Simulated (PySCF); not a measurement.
boron oxyfluoride (BFO), SMILES B(=O)F. Coordinates come from a PBE-D3(BJ)/def2-TZVP optimisation.

Computed equilibrium geometry at PBE-D3(BJ)/def2-TZVP (PySCF confirms it by a frequency run) as bond lengths and angles, and its point group:
point group C∞v.
Atoms: F1 B2 O3. Bonded distances (Å): F1–B2 1.295, B2–O3 1.219. Bond angles (°): F1–B2–O3 180.0.
Charge 0, spin multiplicity 1.
